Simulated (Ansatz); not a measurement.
Geometry optimisation, RKS B3LYP-D4/def2-SVP (Ansatz 0.2.0).

Input:

```yaml
crystal:
  periodic: [false, false, false]
  atoms:
    - { symbol: Zr, position_ang: [0.0, 0.0, 0.0] }
    - { symbol: Cl, position_ang: [0.0, 0.0, 2.52] }
    - { symbol: F, position_ang: [1.8671, 0.0, -0.6593] }
    - { symbol: Cl, position_ang: [-1.1869, 2.0563, -0.8392] }
    - { symbol: F, position_ang: [-0.9326, -1.6157, -0.6593] }
basis:
  gaussian: { orbitals: def2-SVP }
hamiltonian:
  xc: b3lyp
  dispersion: d4
relax:
  f_tol: 0.02
  max_steps: 40
```

Command:

```bash
$ ansatz run input.yaml --threads 1 --pin off --max-ram 2048MiB --backend cpu --events-out ev --progress --plain --runs-dir out
```

Question: Where does it end, and by what steps?

Answer: The run converged. After 4 steps the energy has fallen by 0.631 eV; Cl2 moved furthest, 0.16 Å.

| step | energy less start (eV) | largest force component (eV/Å) | accepted |
| --- | --- | --- | --- |
| 0 | 0.0000 | 2.233 | yes |
| 1 | -0.5741 | 1.029 | yes |
| 2 | -0.6295 | 0.052 | yes |
| 3 | -0.6312 | 0.021 | yes |
| 4 | -0.6313 | 0.002 | yes |

```xyz
5
Properties=species:S:1:pos:R:3
Zr -0.012 0.021 0.017
Cl -0.004 0.007 2.365
F 1.772 0.010 -0.620
Cl -1.115 1.933 -0.780
F -0.894 -1.529 -0.620
```

Whether the end is a true minimum wasn't checked by a vibrational analysis.

Run time: 37 s on 1 thread of Arm Neoverse V1, on a shared host, peak memory 0.21 GiB.
